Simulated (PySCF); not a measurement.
Ionising TlPb

UHF-CCSD(T); Tl cc-pVDZ-PP with ECP60, Pb cc-pVDZ-PP with ECP60; scalar-relativistic core potentials (PySCF 2.14). Neutral (UHF): quartet (σ ↑, π ↑↑), Re = 2.998 Å, ωe = 104 cm⁻¹, De = 1.62 eV.

TlPb⁺ (UHF): triplet (σ ↑, π ↑), Re = 3.466 Å, ωe = 56.7 cm⁻¹. The energies at the minima are -363.54251 hartree for TlPb and -363.31616 for TlPb⁺.

(1) Work out the adiabatic ionisation energy, without and with harmonic zero-point energies (1 hartree = 27.2114 eV, 1 eV = 8065.5 cm⁻¹), and the change of the bond length.

Correlated steps freeze 8 core orbitals. Correlated levels converge slowly with the basis: in double zeta they bind strong bonds too weakly, by up to about 1 eV, and carry superposition errors of some tenths. These are scalar-relativistic numbers at best; spin–orbit coupling would shift them, the dissociation energy most. States were picked by a PBE0 search and need not be the measured ground states.

## Answers

(1) At UHF-CCSD(T): 0.22635 hartree = 6.159 eV between the minima; the zero-point term (56.7 − 104.0)/2 cm⁻¹ = -0.003 eV makes it 6.156 eV. Re changes by +46.8 pm against the neutral. The electron leaves a π orbital, and the ion is left as a loose complex of an ion and an atom.
